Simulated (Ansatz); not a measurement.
**Reading a saddle point**

A first-order saddle point of SiNH₉O₂, singlet, PBE0-D4/def2-TZVP, with one imaginary mode of 299i cm⁻¹:

| atom | x (Å) | y (Å) | z (Å) |
| --- | --- | --- | --- |
| Si1 | -1.1773 | -0.1083 | -0.7363 |
| H2 | -0.1884 | -1.1001 | 0.1331 |
| H3 | -1.8629 | 0.9490 | -1.5940 |
| H4 | -2.2884 | -0.3612 | 0.2419 |
| O5 | -0.9620 | -1.1213 | -2.0528 |
| H6 | 0.9311 | 0.8437 | 0.7165 |
| O7 | -0.0538 | 1.1656 | -0.1787 |
| H8 | 0.9540 | -0.7240 | 1.0259 |
| N9 | 1.5205 | 0.1066 | 1.3574 |
| H10 | -0.5095 | -1.9301 | -1.8019 |
| H11 | -0.2809 | 2.0135 | -0.5671 |
| H12 | 2.4961 | 0.0180 | 1.1004 |
| H13 | 1.4214 | 0.2487 | 2.3554 |

Program: Ansatz 0.2.0. Basis: def2-TZVPP and def2-QZVPP. Cores are frozen in the correlated methods. Extrapolation: Hartree–Fock as exp(−7.88 √X), correlation as X^−2.97.

Question: Which contacts change along the imaginary mode, and what lies on either side? (A judgement: the text doesn't fix the answer.)

Answer: The calculation gives: The step is SiH₄O ([OH][SiH3]) + H₂O + NH₃ → SiH₄O₂ ([OH][SiH2][OH]) + NH₃ + H₂, with the molecules in contact on both sides. Shortening one way: Si1–O7, H2–H8, H6–N9; lengthening the same way: Si1–H2, H6–O7, H8–N9.
```
  pair  one side (Å)  saddle (Å)  other side (Å)
Si1–O7          2.67        1.79            1.65
 H2–H8          2.58        1.50            0.75
 H6–N9          1.86        1.14            1.01
Si1–H2          1.49        1.65            4.63
 H6–O7          0.98        1.37            4.38
 H8–N9          1.01        1.06            3.34
```

Question: Which side is lower, and how far does the saddle lie above each? (Judge from chemistry; the value comes from the calculation.)

Answer: Computed: The side with Si1–O7, H2–H8, H6–N9 short is lower by 0.933 eV; the saddle lies 1.980 eV above it and 1.047 eV above the other (CCSD(T) at an estimated basis limit (MP2 extrapolated from triple and quadruple zeta, plus CCSD(T) − MP2 in triple zeta); electronic energies).

T1 diagnostic: at most 0.012.

Labels in which every atom is bracketed show which atoms are joined, not bond orders.

For scale, one of the runs: CCSD(T)/def2-TZVPP, 261 basis functions, launched by `ansatz run in.yaml --threads 8 --pin off --events-out ev --progress --plain --max-ram 19148MiB`. Time: 86 s of wall clock on 8 CPU threads of an AMD EPYC 7R43; the host was shared. Peak host memory: 6.4 GiB.
